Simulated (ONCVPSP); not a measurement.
# Configuration tests for Ir (ONCV)

iridium, optimised norm-conserving Vanderbilt (ONCV), made with ONCVPSP 4.0.1 (PBE, scalar-relativistic). Core [Kr] 4d10 4f14, reference 5s2 5p6 5d7 6s2. Waves: 5s+6s: rc 1.50 bohr, ncon 4, nbas 8, qcut 8.4 1/bohr, 2 projectors; 5p: rc 1.55 bohr, ncon 4, nbas 7, qcut 6.9 1/bohr, 1 projector; 5d: rc 1.55 bohr, ncon 4, nbas 8, qcut 7.4 1/bohr, 2 projectors, debl 3.1 Ha. Local part: polynomial inside 1.15 bohr (lpopt 5, dvloc0 0 Ha). Core correction: Teter function, parameters optimised by the program.

Energies are relative to the spin-unpolarised reference configuration 5s2 5p6 5d7 6s2; without spin polarisation the order of configurations can differ from experiment.

```tsv
valence configuration	charge	ΔE all-electron (eV)	error AE − PS (meV)
5s2 5p6 5d7 6s0	+2	27.349	-11
5s2 5p6 5d6 6s0	+3	57.890	-12
5s2 5p6 5d7.5 6s1.5	0	-0.285	-2.6
```

**Question.** What are ΔE and the potential's error for 5s2 5p6 5d7 6s1?

**Answer.** ΔE = 9.880 eV all-electron; the error (AE − PS) is -3.9 meV.
